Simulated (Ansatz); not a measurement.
Species: sum formula H6Si2OF, charge 1, multiplicity 1. It need not be the lowest isomer of its formula. 
Coordinates optimised at B3LYP-D3(BJ)/def2-TZVP (Ansatz, a quantum-chemistry and plane-wave program):
```
O
H 1 0.9718
Si 1 1.7759 2 115.44
F 3 1.5723 1 103.13 2 -103.51
H 3 1.4592 4 111.67 1 110.55
H 3 1.4612 5 120.45 4 -136.25
Si 1 1.8126 2 115.89 3 -171.10
H 7 1.4656 1 103.62 2 58.41
H 7 1.4657 8 115.50 1 112.02
H 7 1.4659 8 115.83 9 140.25
```
Charge +1, spin multiplicity 1.

Basis-set convergence of Hartree-Fock and CCSD correlation energies (hartree) with Ansatz. Cores are frozen in the correlated levels unless marked. No spin-orbit coupling. Non-relativistic.

| basis | functions | E(HF) | E(corr, CCSD) |
|---|---|---|---|
| cc-pV(D+d)Z | 104 | -755.53680 | -0.61382 |
| cc-pV(T+d)Z | 222 | -755.63948 | -0.76966 |
| cc-pV(Q+d)Z | 418 | -755.66450 | -0.82356 |

Extrapolating the two largest sets (X = 3 and 4) as X^-3: E(corr) = (64·(-0.82356) - 27·(-0.76966))/37 = -0.8629 Eh, an estimate of the basis-set limit. The largest set recovers 95.4 % of it, the smallest 71.1 %.
